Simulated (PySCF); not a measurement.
B(Cl)(Me)(OH) (CH4BClO), SMILES B(O)(C)Cl.

Coordinates come from a B3LYP-D3(BJ)/def2-SVP optimisation. The values are those of a single conformer.

Calculation: TDDFT-PBE0/def2-SVPD run with PySCF.

Vertical excitations. The molecule is in vacuum. State labels are in the subgroup Cs.

Computed UV-visible absorptions:
| state | symmetry | energy (eV) | λ (nm) | f | main pairs |
|---|---|---|---|---|---|
| S1 | A" | 7.27 | 171 | 0.000 | HOMO→LUMO 99 % |
| S2 | A' | 7.87 | 158 | 0.066 | HOMO→LUMO+1 86 % |
| S3 | A" | 8.04 | 154 | 0.002 | HOMO−2→LUMO 99 % |
| S4 | A' | 8.15 | 152 | 0.092 | HOMO−1→LUMO 81 % |
| S5 | A" | 8.19 | 151 | 0.013 | HOMO−1→LUMO+1 98 % |
| S6 | A' | 8.70 | 142 | 0.063 | HOMO−2→LUMO+1 97 % |
| S7 | A' | 9.01 | 138 | 0.012 | HOMO→LUMO+2 81 % |
| S8 | A" | 9.20 | 135 | 0.019 | HOMO−1→LUMO+2 79 % |
| S9 | A' | 9.38 | 132 | 0.002 | HOMO→LUMO+3 77 % |
| S10 | A" | 9.49 | 131 | 0.011 | HOMO−4→LUMO 97 % |
| T1 | A" | 6.99 | 177 | 0 | HOMO→LUMO 88 % |
| T2 | A' | 7.20 | 172 | 0 | HOMO−1→LUMO 96 % |
| T3 | A" | 7.51 | 165 | 0 | HOMO−2→LUMO 89 % |
| T4 | A' | 7.72 | 161 | 0 | HOMO→LUMO+1 97 % |
Triplets are in the Tamm–Dancoff approximation, which puts them higher than full response would, so one can lie above its singlet here.
